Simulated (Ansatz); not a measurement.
Basis-set series for `F[P-](F)(F)(F)(F)F`. The species carries charge -1 and has multiplicity 1. The geometry is a stationary point of PBE0-D4/def2-TZVPD.

```xyz
7

F     0.238   -1.579    0.262
P     0.000    0.000    0.000
F    -1.014   -0.354   -1.211
F     1.239    0.014   -1.041
F     1.014    0.354    1.211
F    -1.239   -0.014    1.041
F    -0.238    1.579   -0.262
```

```csv
functional,basis,functions,energy (Eh),HOMO (eV),LUMO (eV)
PBE0-D4,def2-SVPD,162,-939.48212,-5.67,4.90
PBE0-D4,def2-QZVPPD,472,-940.36676,-5.51,3.98
ωB97M-V,def2-SVPD,162,-940.02178,-8.27,5.65
ωB97M-V,def2-QZVPPD,472,-940.91045,-8.07,4.28
```

Q: Give the rows for def2-TZVPPD. (Estimate.)

A: The calculation gave: 
```tsv
functional	basis	functions	energy (Eh)	HOMO (eV)	LUMO (eV)
PBE0-D4	def2-TZVPPD	288	-940.32644	-5.50	4.33
ωB97M-V	def2-TZVPPD	288	-940.87339	-8.06	4.75
```

Positive LUMOs are unbound and depend on the basis.

Results of the Gaussian-basis code of Ansatz.
